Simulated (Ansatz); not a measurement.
Isolated molecules relaxed with PBE0-D4/def2-TZVP in Ansatz; ΔE leaves out vibrations. CBS: MP2 limit from def2 TZ/QZ plus the TZ coupled-cluster correction, frozen cores. This one scheme is used for every species. DFT in def2-TZVPP. For Ge outer-core shells are correlated without core-valence functions, which leaves a few kJ/mol of doubt a bond. Scalar relativity is left out up to krypton. One conformer a species, not always the lowest.

Reaction (formal exchange of groups at a Ge–F bond): `[F][GeH]([F])[SiH3]` + `CF` → `F[CH2][GeH]([F])[SiH3]` + H–F

Task: Is it downhill or uphill in electronic energy at CCSD(T)/CBS, and by how much? (An estimate is asked.)

Result: Computed: Uphill: ΔE = +91.5 kJ/mol.

Task: What do these levels give: ωB97M-V, B2PLYP, PBE0, HF/def2-TZVPP, MP2/def2-QZVPP, HF/CBS(def2)? (Best estimate.)

Result: The calculation gave: ωB97M-V 98.1, B2PLYP 104.8, PBE0 95.6, HF/def2-TZVPP 122.7, MP2/def2-QZVPP 93.6, HF/CBS(def2) 126.2 kJ/mol.

Largest T1 diagnostic among the species: 0.013.

The D4 term adds −7.1 kJ/mol with B3LYP and −4.1 kJ/mol with PBE0; it sums over pairs of atoms, weighted by their polarisabilities, and B3LYP, whose exchange is more repulsive, gets the larger term. In def2-TZVPP, CCSD(T) changes the Hartree–Fock value by −28.6 kJ/mol (the triples alone add −2.5 kJ/mol) and MP2 by −28.7 kJ/mol.

B3LYP here is the variant with VWN-RPA as its local correlation; programs differ in this.
